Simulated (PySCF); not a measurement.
Precursor series Zr Cl-H. All species are isolated molecules in the gas phase.

Calculation: TPSSh-D3(BJ)/def2-TZVP // r2SCAN-D4/def2-SVP (PySCF). All candidates: neutral, multiplicity 1. 

```yaml
HOMO–LUMO gap: 5.41 eV
LUMO: -3.16 eV
dipole_moment: 0.23 D
```

**Question.** Which member has these values?
A. [Zr(Cl)3(H)]
B. [Zr(Cl)4]
C. [Zr(Cl)2(H)2]
D. [Zr(Cl)(H)3]

**Answer.** A, [Zr(Cl)3(H)]. The others give [Zr(Cl)(H)3]: 5.09 eV, -2.99 eV, 0.71 D; [Zr(Cl)2(H)2]: 5.06 eV, -3.20 eV, 0.29 D; [Zr(Cl)4]: 5.83 eV, -3.18 eV, 0.00 D
